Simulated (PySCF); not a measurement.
A geometry optimisation, step by step.

Species: SeMe2, C2H6Se.
Bonds: Se1–C2, Se1–C6. Hydrogens: H3, H4, H5 on C2; H7, H8, H9 on C6.

Method: PBE0-D3(BJ)/def2-SVP geometry optimisation, gas phase (PySCF); density fitting, grid level 1; the optimiser is geomeTRIC in internal coordinates, started from a GFN2-xTB structure with every atom displaced at random (about 0.03 Å). The frame can shift and turn from step to step; on so coarse a grid that alone can change the energy by a few meV, and forces under 0.02 eV/Å are noise.

Step 0: E = -67501.4139 eV, largest atomic force 2.667 eV/Å
```
atom  x, y, z in Å  |  force x, y, z in eV/Å
Se1     0.061   -0.078   -1.289   -1.628   0.536  -0.741
C2      1.443   -0.029   -0.013    0.923   0.621  -0.043
H3      1.335   -0.925    0.570    0.404  -0.578   0.743
H4      1.489    0.876    0.612   -0.326  -0.033   0.055
H5      2.386   -0.023   -0.592   -0.149  -0.317   0.179
C6     -1.472    0.030   -0.013    2.607  -0.516   0.227
H7     -1.371    0.915    0.594    0.027   0.662   0.318
H8     -1.340   -0.851    0.610   -0.308  -0.306   0.358
H9     -2.398    0.015   -0.505   -1.550  -0.070  -1.097
```

Step 1: E = -67501.6136 eV, largest atomic force 0.356 eV/Å
```
atom  x, y, z in Å  |  force x, y, z in eV/Å
Se1    -0.004   -0.035   -1.315    0.013   0.061   0.154
C2      1.445   -0.036   -0.017    0.177   0.084  -0.165
H3      1.415   -0.932    0.617   -0.037  -0.014   0.007
H4      1.452    0.872    0.605   -0.177  -0.016  -0.009
H5      2.381   -0.038   -0.594   -0.004  -0.090  -0.009
C6     -1.445    0.019   -0.006    0.351  -0.042  -0.038
H7     -1.343    0.929    0.602   -0.133  -0.004   0.007
H8     -1.369   -0.872    0.631   -0.166   0.024   0.027
H9     -2.399    0.024   -0.548   -0.025  -0.003   0.026
```

Step 2: E = -67501.6246 eV, largest atomic force 0.108 eV/Å
```
atom  x, y, z in Å  |  force x, y, z in eV/Å
Se1     0.003   -0.027   -1.306   -0.050  -0.013   0.058
C2      1.460   -0.035   -0.025    0.055   0.010  -0.001
H3      1.424   -0.931    0.612   -0.020   0.023  -0.022
H4      1.439    0.872    0.597   -0.016  -0.016  -0.002
H5      2.398   -0.046   -0.599   -0.017  -0.009   0.001
C6     -1.439    0.018   -0.001    0.092   0.017  -0.054
H7     -1.367    0.928    0.610   -0.046  -0.012  -0.004
H8     -1.399   -0.872    0.643   -0.034  -0.001  -0.006
H9     -2.387    0.024   -0.557    0.036   0.000   0.031
```

Step 3: E = -67501.6254 eV, largest atomic force under 0.02 eV/Å
```
atom  x, y, z in Å  |  force x, y, z in eV/Å
Se1     0.003   -0.026   -1.300    0.004  -0.007  -0.010
C2      1.465   -0.034   -0.026    0.002  -0.003   0.012
H3      1.424   -0.929    0.611   -0.004   0.003  -0.005
H4      1.442    0.872    0.596    0.009   0.001   0.001
H5      2.400   -0.049   -0.602   -0.001   0.004  -0.003
C6     -1.436    0.017    0.000    0.002   0.006  -0.004
H7     -1.377    0.928    0.613   -0.009  -0.002   0.003
H8     -1.407   -0.873    0.643   -0.005  -0.002   0.001
H9     -2.381    0.024   -0.561    0.003   0.000   0.006
```

Step 4: E = -67501.6255 eV, largest atomic force under 0.02 eV/Å
```
atom  x, y, z in Å  |  force x, y, z in eV/Å
Se1     0.003   -0.026   -1.300   -0.002   0.001   0.002
C2      1.466   -0.033   -0.025   -0.004  -0.001   0.005
H3      1.425   -0.928    0.612   -0.001   0.000   0.000
H4      1.446    0.873    0.596    0.003   0.001  -0.001
H5      2.401   -0.050   -0.603    0.000   0.001  -0.002
C6     -1.437    0.017    0.000    0.002  -0.001  -0.001
H7     -1.381    0.927    0.614    0.001   0.001   0.000
H8     -1.410   -0.874    0.643    0.001  -0.001  -0.001
H9     -2.381    0.024   -0.562   -0.001   0.000  -0.003
```

**Question.** Summarise the path.

**Answer.** The energy falls by 4.88 kcal/mol from step 0 to step 4; nine tenths of that is first reached at step 1. It falls at every step. The largest force goes from 2.667 to under 0.02 eV/Å. Among the bonds Se1–C2 changes most (a near tie, within 0.001 Å, with another), from 1.882 to 1.940 Å; the atoms move by 0.060 Å rms after alignment.

**Question.** Follow the three bonds and two angles with the largest change from start to end.

**Answer.** 
```
step  E above end (kcal/mol)  largest force (eV/Å)  Se1–C2 (Å)  Se1–C6 (Å)  C6–H9 (Å)  Se1–C6–H8 (°)  Se1–C2–H4 (°)
   0                    4.88                 2.667       1.882       1.998      1.049          103.3          115.9
   1                    0.27                 0.356       1.945       1.948      1.097          108.4          112.5
   2                    0.02                 0.108       1.940       1.945      1.100          110.4          110.8
   3                    0.00            under 0.02       1.940       1.940      1.099          110.8          110.7
   4                    0.00            under 0.02       1.940       1.940      1.099          110.8          110.8
```

The cost below is that of the whole optimisation. Time: 12 s wall; peak memory 0.34 GiB. Hardware: Arm Neoverse V1, one thread, shared host.
